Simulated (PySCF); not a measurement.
Compound: C4H6Cl3F.
SMILES: `C[C@](F)(Cl)CC(Cl)Cl`

Closed-shell single points with PySCF (density fitting; grid level 2 and gas phase unless stated) on one GFN2-xTB geometry.

Task: Rank these settings by the dipole moment, lowest first.
A. X3LYP/def2-SVP
B. BP86/3-21G
C. PBE0/pcSseg-1
D. B3LYP/pcSseg-1

Result: A (2.71 D), D (3.01 D), C (3.08 D), B (3.22 D).

Task: Rank these settings by the number of (spherical) basis functions, lowest first.
A. X3LYP/def2-SVP
B. B3LYP/pcSseg-1
C. BP86/3-21G

Result: C (96), A (154), B (187).

All figures of these runs:

| settings | basis functions | SCF cycles | E (Eh) | HOMO (eV) | LUMO (eV) | dipole (D) |
| --- | --- | --- | --- | --- | --- | --- |
| BP86/3-21G | 96 | 14 | -1628.5372 | -7.21 | -1.05 | 3.22 |
| X3LYP/def2-SVP | 154 | 13 | -1635.6375 | -8.05 | 0.51 | 2.71 |
| B3LYP/pcSseg-1 | 187 | 13 | -1636.4495 | -8.34 | -0.25 | 3.01 |
| PBE0/pcSseg-1 | 187 | 12 | -1635.6652 | -8.65 | -0.03 | 3.08 |

Cycle counts include a coarse-grid stage where the run had one.

The values belong to the conformer `[CH3:1][C@:2]([F:3])([Cl:4])[CH2:5][CH:6]([Cl:7])[Cl:8]`: C1–C2–C5–C6 178°, C2–C5–C6–Cl7 76°.
